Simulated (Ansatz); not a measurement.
Compare A (`CC[Si]CC`) with its isomer B (`CC/C=C/[SiH3]`).

Computed with Ansatz on PBE0-D4/def2-TZVP structures; ΔE is electronic, products minus reactants. CBS: MP2 limit from def2 TZ/QZ plus the TZ coupled-cluster correction, frozen cores. Functionals use def2-TZVPP. B3LYP here is the variant with VWN-RPA as its local correlation; programs differ in this. One conformer a species, not always the lowest.

**Question.** Which isomer does CCSD(T)/CBS put lower? Give the gap. (Estimate.)

**Answer.** Ansatz gave: B, by 19.3 kcal/mol.

**Question.** Give E(B) − E(A) in kcal/mol with CCSD/def2-TZVPP, CCSD(T)/def2-TZVPP, ωB97M-V, B3LYP-D4, HF/def2-TZVPP, PBE-D4, PBE0-D4. (Estimate.)

**Answer.** Computed: CCSD/def2-TZVPP -19.3, CCSD(T)/def2-TZVPP -19.3, ωB97M-V -17.1, B3LYP-D4 -19.8, HF/def2-TZVPP -26.8, PBE-D4 -17.0, PBE0-D4 -17.6. None reverses the order clearly.

Largest T1 diagnostic: 0.011.

The D4 term adds +1.7 kcal/mol with B3LYP and +0.9 kcal/mol with PBE0; it sums over pairs of atoms, weighted by their polarisabilities, and B3LYP, whose exchange is more repulsive, gets the larger term. In def2-TZVPP, CCSD(T) changes the Hartree–Fock value by +7.5 kcal/mol (the triples alone add +0.0 kcal/mol) and MP2 by +6.6 kcal/mol.
